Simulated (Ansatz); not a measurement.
The cluster Si₅H₃⁺. Charge 1, multiplicity 1. Geometry PBE-D4/def2-SVP, basis def2-TZVP, Ansatz.

```csv
atom,x (Å),y (Å),z (Å)
Si1,-0.933,0.368,1.084
Si2,0.097,-0.616,-2.404
Si3,-0.911,2.281,-0.261
Si4,0.901,0.736,-0.609
Si5,-0.378,-1.406,-0.251
H6,-1.015,0.275,2.585
H7,2.337,1.140,-0.448
H8,-0.098,-2.778,0.304
```

```json
{"run": "A", "HOMO (eV)": "-10.59", "LUMO (eV)": "-8.85"}
{"run": "B", "HOMO (eV)": "-11.25", "LUMO (eV)": "-8.15"}
{"run": "C", "HOMO (eV)": "-10.43", "LUMO (eV)": "-8.86"}
{"run": "D", "HOMO (eV)": "-11.02", "LUMO (eV)": "-8.22"}
```

B3LYP takes the VWN-RPA correlation. The structure comes from a short search, and lower isomers may exist.

Q: The runs used B3LYP, PBE, PBE0, r2SCAN. Estimate which is which.

A: A r2SCAN (0 % exact exchange); B PBE0 (25 % exact exchange); C PBE (0 % exact exchange); D B3LYP (20 % exact exchange). Exact exchange lowers occupied and raises empty levels; among semilocal functionals meta-GGAs tend to open the gap a little, and such runs are hard to tell apart. The gap grows from 1.58 eV (PBE) to 3.10 eV (PBE0). The restricted singlet is unstable towards broken spin symmetry in Hartree–Fock (as tested in another run); at r2SCAN-D4/def2-TZVP, PBE0-D4/def2-TZVP, B3LYP-D4/def2-TZVP this wasn't settled.
